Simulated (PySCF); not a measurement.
## Bond length, frequency and bond energy of CdIn by level of theory

State: ²Π (doublet), unpaired electrons π ↑. Set-up: PySCF, scalar-relativistic core potentials, basis sets Cd def2-SVP with ECP28, In def2-SVP with ECP28. De refers to Cd + In in their high-spin ground configurations, without counterpoise correction. The functionals are run spin-unrestricted. A positive dipole means Cd(−)In(+). Levels whose curve was spin-contaminated or gave no clean fit are not listed.

```csv
Level,Re (Å),ωe (cm⁻¹),De (eV),μ (D),"CPU s a point (SCF and correlation, without the integrals)"
ROHF-MP2,3.056,75.9,0.227,n/a,0.3
ROHF-SCS-MP2,3.169,59.6,0.143,n/a,n/a
PBE,3.031,86.5,0.334,-0.38,0.56
BLYP,3.136,71.3,0.193,-0.17,0.37
r²SCAN,2.964,94.3,0.349,-0.55,0.71
B3LYP,3.136,69.7,0.183,-0.39,0.68
PBE0,3.054,81.4,0.279,-0.66,1.1
CAM-B3LYP,3.152,63.4,0.150,-0.59,1.2
B2PLYP,3.110,70.6,0.183,-0.71,0.66
```

The bond length runs from 2.964 Å (r²SCAN) to 3.169 Å (ROHF-SCS-MP2). De spans 0.14 eV (ROHF-SCS-MP2, perturbation theory) to 0.35 eV (r²SCAN, meta-GGA).

Correlated steps freeze 4 core orbitals. The bond is weak. Basis-set superposition, not corrected here, can be much of De in a small basis, most of all at correlated wavefunction levels. Functionals without a dispersion term scatter widely for such bonds, and LDA overbinds them. These are scalar-relativistic numbers at best; spin–orbit coupling would shift them, the dissociation energy most. B2PLYP dipoles, levels and charges come from its SCF part alone. The state is the lowest determinant that a PBE0 search found; another state may lie lower at other levels.

The whole job (state search and all levels along the bond) took about 2.8 min on 1 thread of Oxide Virtual Turin-like (shared host), peak memory 0.84 GiB.
